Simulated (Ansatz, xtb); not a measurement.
## Relative energy of two isomers of C5H2N2

Structure a is `N#CC#CCC#N`, a singlet and structure b is `C=C=C(C#N)C#N`, a singlet. Both are isolated molecules in the gas phase, relaxed with PBE0-D3(BJ)/def2-SVP.

Quicker runs give these differences E(b) − E(a): GFN2-xTB +0.171 eV; HF/STO-3G +0.551 eV (at GFN2-xTB geometries); r2SCAN-D4/def2-SVP +0.007 eV (at GFN2-xTB geometries).

Estimate E(b) − E(a) at the level CCSD(T)/def2-SVP + ΔMP2/def2-TZVPP.

Calculated at CCSD(T)/def2-SVP + ΔMP2/def2-TZVPP: E(b) − E(a) = +0.057 eV, so structure a lies lower.

The same difference at several levels:

| level | geometry | E(b) − E(a) (eV) | departure from the last row (eV) | job, with rough time for the two |
| --- | --- | --- | --- | --- |
| GFN2-xTB | GFN2-xTB | +0.171 | +0.114 | optimisation, 0.17 s |
| HF/STO-3G | GFN2-xTB | +0.551 | +0.494 | single point, 0.56 s |
| r2SCAN-D4/def2-SVP | GFN2-xTB | +0.007 | −0.049 | single point, 2.9 s |
| PBE0-D3(BJ)/def2-SVP | PBE0-D3(BJ)/def2-SVP | −0.001 | −0.057 | optimisation, 34 s |
| HF/def2-SVP | PBE0-D3(BJ)/def2-SVP | +0.056 | −0.001 | part of the CCSD(T) run |
| MP2/def2-SVP | PBE0-D3(BJ)/def2-SVP | +0.252 | +0.195 | part of the CCSD(T) run |
| CCSD(T)/def2-SVP | PBE0-D3(BJ)/def2-SVP | +0.051 | −0.006 | single point |
| CCSD(T)/def2-SVP + ΔMP2/def2-TZVPP | PBE0-D3(BJ)/def2-SVP | +0.057 |  | single point, 34 s |

As drawn, b has 2 C=C in place of 1 C–C, 1 C≡C.

r2SCAN-D4/def2-SVP, PBE0-D3(BJ)/def2-SVP find them nearly level. The largest departure from CCSD(T)/def2-SVP + ΔMP2/def2-TZVPP is that of HF/STO-3G, 0.494 eV. The last row adds to CCSD(T) the change of the MP2 difference between the two basis sets, here +0.006 eV.

With harmonic frequencies from PBE0-D3(BJ)/def2-SVP (ideal gas, rigid rotor, one conformer each, 298.15 K, 1 atm): on the last row, ΔE + ΔZPE = +0.024, ΔH = +0.023, ΔG = +0.048 eV.

The correlated steps freeze 7 core orbitals. Codes used: Ansatz 0.2.0, xtb 6.7.1; the last row on 2 threads of Intel(R) Xeon(R) Processor @ 2.70GHz on a shared host.
